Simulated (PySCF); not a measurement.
# EPR parameters of C6H8FO

Species: C6H8FO (doublet state).
Z-matrix (Å and degrees, GFN2-xTB geometry), rows numbered from 1:
```
C 
C   1  1.3775
C   2  1.4826  1  115.47
O   3  1.2031  2  124.63  1    -2.39
C   2  1.4024  1  124.76  3   179.81
C   5  1.4885  2  123.75  1   178.96
C   5  1.4982  2  117.93  1    -0.72
F   7  1.3696  5  113.09  2  -178.23
H   1  1.0728  2  123.71  3  -179.83
H   1  1.0753  2  118.34  3     0.22
H   3  1.1035  2  115.11  1   177.28
H   6  1.0916  5  111.00  2    62.44
H   6  1.0863  5  110.49  2  -177.64
H   6  1.0910  5  111.19  2   -57.33
H   7  1.0990  5  111.06  2   -58.80
H   7  1.0995  5  111.06  2    62.36
```

The hyperfine couplings belong to this conformer and change with its torsions.

The species is `C(=C(/[CH2])C=O)(/CF)C` [radical].

Computed with UKS B3LYP, pcH-1 on C F H O, non-relativistic, mean-field spin-orbit, GIAO (PySCF). Geometry: GFN2-xTB, one conformer, isolated molecule. The geometry wasn't refined by DFT: couplings that depend on bond lengths, twists or pyramidal angles can differ widely from those at the functional's own minimum. Stability of the SCF solution: not tested. ⟨S²⟩ is 0.784 where a pure state has 0.75.

| Property | Result |
| --- | --- |
| g1, g2, g3 | 2.00216, 2.00238, 2.00251 |
| g_iso | 2.00235 |
| Form of g | rhombic: the two nearest values differ by 38 % of g3 − g1 |
| ⟨S²⟩ | 0.7837 (exact 0.7500) |
| α and β electrons | 31, 30 |
| HOMO–LUMO gap, α and β orbitals | 3.75, 4.62 eV |
| Total energy | -408.47346 Eh |
| Basis functions | 280 |

Hyperfine couplings atom by atom, in G; T1 to T3 are the principal values of the dipolar part; ρ(0) is the spin density at the nucleus (MHz turned into gauss with g_iso; 10 G = 1 mT):

```json
{"atom": "C1", "isotope": "13C", "a_iso": "18.7", "T1": "-17.9", "T2": "-17.3", "T3": "35.2", "Mulliken spin population": "0.68", "ρ(0) (bohr⁻³)": "0.0466"}
{"atom": "C2", "isotope": "13C", "a_iso": "-16.7", "T1": "-9.4", "T2": "3.7", "T3": "5.7", "Mulliken spin population": "-0.25", "ρ(0) (bohr⁻³)": "-0.0415"}
{"atom": "C3", "isotope": "13C", "a_iso": "2.8", "T1": "-0.7", "T2": "-0.1", "T3": "0.9", "Mulliken spin population": "0.03", "ρ(0) (bohr⁻³)": "0.0070"}
{"atom": "O4", "isotope": "17O", "a_iso": "1.2", "T1": "-2.7", "T2": "-2.4", "T3": "5.2", "Mulliken spin population": "-0.05", "ρ(0) (bohr⁻³)": "-0.0058"}
{"atom": "C5", "isotope": "13C", "a_iso": "21.5", "T1": "-19.0", "T2": "-18.6", "T3": "37.5", "Mulliken spin population": "0.63", "ρ(0) (bohr⁻³)": "0.0536"}
{"atom": "C6", "isotope": "13C", "a_iso": "-8.0", "T1": "-0.7", "T2": "0.2", "T3": "0.4", "Mulliken spin population": "-0.05", "ρ(0) (bohr⁻³)": "-0.0199"}
{"atom": "C7", "isotope": "13C", "a_iso": "-8.9", "T1": "-0.3", "T2": "-0.2", "T3": "0.5", "Mulliken spin population": "-0.05", "ρ(0) (bohr⁻³)": "-0.0223"}
{"atom": "F8", "isotope": "19F", "a_iso": "-1.6", "T1": "-1.6", "T2": "-1.2", "T3": "2.8", "Mulliken spin population": "0.00", "ρ(0) (bohr⁻³)": "-0.0011"}
{"atom": "H9", "isotope": "1H", "a_iso": "-14.2", "T1": "-7.7", "T2": "-0.3", "T3": "8.0", "Mulliken spin population": "-0.03", "ρ(0) (bohr⁻³)": "-0.0089"}
{"atom": "H10", "isotope": "1H", "a_iso": "-14.8", "T1": "-8.8", "T2": "-0.1", "T3": "8.9", "Mulliken spin population": "-0.03", "ρ(0) (bohr⁻³)": "-0.0093"}
{"atom": "H11", "isotope": "1H", "a_iso": "-0.2", "T1": "-0.7", "T2": "-0.4", "T3": "1.1", "Mulliken spin population": "0.00", "ρ(0) (bohr⁻³)": "-0.0001"}
{"atom": "H12", "isotope": "1H", "a_iso": "28.4", "T1": "-1.3", "T2": "-0.8", "T3": "2.2", "Mulliken spin population": "0.03", "ρ(0) (bohr⁻³)": "0.0178"}
{"atom": "H13", "isotope": "1H", "a_iso": "0.7", "T1": "-1.1", "T2": "-0.9", "T3": "2.0", "Mulliken spin population": "0.00", "ρ(0) (bohr⁻³)": "0.0005"}
{"atom": "H14", "isotope": "1H", "a_iso": "26.0", "T1": "-1.3", "T2": "-0.8", "T3": "2.1", "Mulliken spin population": "0.03", "ρ(0) (bohr⁻³)": "0.0163"}
{"atom": "H15", "isotope": "1H", "a_iso": "20.7", "T1": "-1.4", "T2": "-0.5", "T3": "1.9", "Mulliken spin population": "0.03", "ρ(0) (bohr⁻³)": "0.0130"}
{"atom": "H16", "isotope": "1H", "a_iso": "21.8", "T1": "-1.4", "T2": "-0.5", "T3": "1.9", "Mulliken spin population": "0.03", "ρ(0) (bohr⁻³)": "0.0137"}
```

The Mulliken spin populations are largest on C1 (+0.68), C5 (+0.63) and C2 (-0.25). The angles at C1 add up to 360.0°, so it is planar; its axial dipolar tensor and the negative couplings of its protons fit spin in a p orbital normal to that plane.

Axes: g3 points within 6° of the C5–C6 bond.

Under fast tumbling the dipolar parts average out, and these isotropic splittings remain: 2 × 1H (H15/H16, I = 1/2, 3 lines) with 2.13 mT, 3 × 1H (H12/H13/H14, I = 1/2, 4 lines) with 1.84 mT, 1 × 1H (H10, I = 1/2, 2 lines) with 1.48 mT, 1 × 1H (H9, I = 1/2, 2 lines) with 1.42 mT and 1 × 19F (F8, I = 1/2, 2 lines) with 0.16 mT.

Nuclei that the bonding pattern makes equivalent are averaged, as if the motion that swaps them (rotation, inversion, ring flip) were fast. H9 and H10 aren't averaged: C1 is flat or nearly so (angle sum 360°), and its turn about the short C1–C2 bond (1.38 Å) is taken as slow. The three 1H nuclei of mean +51.4 MHz run from 2.0 to 79.5 MHz in the frozen geometry.

The 13C coupling of C5 (60.2 MHz) shows only in satellite lines or after enrichment, since that isotope makes up about 1.07 % of natural carbon.

β density exceeds α density at some nuclei, such as C2 (-0.0415), C7 (-0.0223) and C6 (-0.0199), spin density in bohr⁻³. In a single determinant that takes different orbitals for the two spins, that is spin polarisation.
